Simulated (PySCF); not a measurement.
## Potential energy of AlGa⁺ along the bond

Set-up: PySCF, no relativity, basis sets Al 6-31G(d,p), Ga 6-31G(d,p). Energies in eV from Al⁺ + Ga in their ground configurations at the same level. State: ²Σ⁺ (doublet), unpaired electrons σ ↑.

All columns are ROHF. A positive dipole points towards Ga; it is taken about the centre of mass and depends on that origin.

```
R (Å)  E (eV)  μ (D)  Mulliken charge on Al (basis-dependent)  HOMO (eV)  LUMO (eV)  Mayer bond order  ⟨S²⟩
2.755  -0.761  -3.00                                     0.53     -11.61      -5.18              0.56  0.75
2.884  -0.911  -3.10                                     0.52     -11.47      -5.03              0.55  0.75
3.012  -1.002  -3.19                                     0.51     -11.32      -4.89              0.54  0.75
3.108  -1.041  -3.26                                     0.50     -11.20      -4.79              0.54  0.75
3.204  -1.062  -3.32                                     0.50     -11.08      -4.70              0.53  0.75
3.300  -1.069  -3.39                                     0.50     -10.96      -4.63              0.53  0.75
3.428  -1.063  -3.49                                     0.49     -10.80      -4.53              0.53  0.75
3.588  -1.037  -3.63                                     0.49     -10.60      -4.42              0.52  0.75
3.781  -0.991  -3.80                                     0.49     -10.36      -4.30              0.52  0.75
4.037  -0.917  -4.06                                     0.49     -10.06      -4.17              0.51  0.75
```

A fit through these points gives, at Re = 3.311 Å, μ = -3.40 D and dμ/dR = -0.749 D/Å; the reduced mass is 19.39 u.

Question: How strong is the fundamental in the double-harmonic approximation, I = 42.26·(dμ/dR)²/μred km/mol?

Answer: I = 42.26·(-0.749)²/19.39 = 1.22 km/mol at ROHF.

Spin–orbit coupling is left out. For an ion De counts to the pair picked by the measured ionisation energies or electron affinities, which need not be the lowest pair at this level. Hartree–Fock leaves out correlation, which carries a large part of most bond energies and some tenths to 1 eV of ionisation energies. The state was picked by a PBE0 search and need not be the measured ground state.
